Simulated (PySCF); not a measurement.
Si(Cl)(H)(I)2, SMILES Cl[SiH](I)I (PBE0/def2-SVP optimised geometry):

```
5

Si    -0.412    -0.974     0.000
Cl    -1.070     0.974     0.000
I     -1.193    -2.110     2.005
I     -1.194    -2.110    -2.005
H      1.070    -0.974     0.000
```

Computed with PySCF with PBE0/def2-TZVP, def2 effective core potentials past Kr.

Q: What are the frontier orbital energies and the dipole moment?

A: HOMO-2 -8.20 eV, HOMO-1 -8.08 eV, HOMO -7.83 eV, LUMO -1.75 eV, LUMO+1 -0.52 eV; dipole moment 0.62 D.

On the same geometry PBE/def2-TZVP, def2 effective core potentials past Kr (PySCF) gives HOMO-2 -7.04 eV, HOMO-1 -6.93 eV, HOMO -6.70 eV, LUMO -2.54 eV, LUMO+1 -1.35 eV; dipole moment 0.55 D.
